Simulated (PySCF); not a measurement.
Isomers of C3H12OSi2. Computed with PySCF 2.14.0, PBE0-D3(BJ)/def2-SVP geometry optimisation, gas phase. Energies are electronic, without zero-point or thermal terms, for one conformer each. No frequencies were run at this level. Point groups hold within 0.08 Å.

**Question.** Rank from lowest to highest electronic energy at this level (kcal/mol).
A. `[CH3:1][O:2][C@@H:3]([SiH3:4])[CH2:5][SiH3:6]` with C1–O2–C3–Si4 84°, O2–C3–C5–Si6 44°
B. `C[Si](C)(C)O[SiH3]`

**Answer.** B (0.0), A (92.0).

As drawn, the lower has an Si–O bond, which the higher lacks.

| SMILES | E (Eh) | E rel (kcal/mol) | dipole (D) | point group | A, B, C (MHz) |
| --- | --- | --- | --- | --- | --- |
| C[Si](C)(C)O[SiH3] | -775.07181 | 0.0 | 1.08 | near Cs | 3031, 1296, 1294 |
| CO[C@@H]([SiH3])C[SiH3] | -774.92520 | 92.0 | 1.34 | C1 | 3080, 1375, 1010 |

**Question.** How do the relative energies change in single points at PBE0/pcSseg-1 (no added dispersion term) on the same geometries?

**Answer.** 
| SMILES | PBE0-D3(BJ)/def2-SVP (kcal/mol) | PBE0/pcSseg-1 (kcal/mol) | shift |
| --- | --- | --- | --- |
| C[Si](C)(C)O[SiH3] | 0.0 | 0.0 | 0.0 |
| CO[C@@H]([SiH3])C[SiH3] | 92.0 | 94.7 | +2.7 |

Each column counts from its own lowest isomer. The order is unchanged; the largest shift is 2.7 kcal/mol.
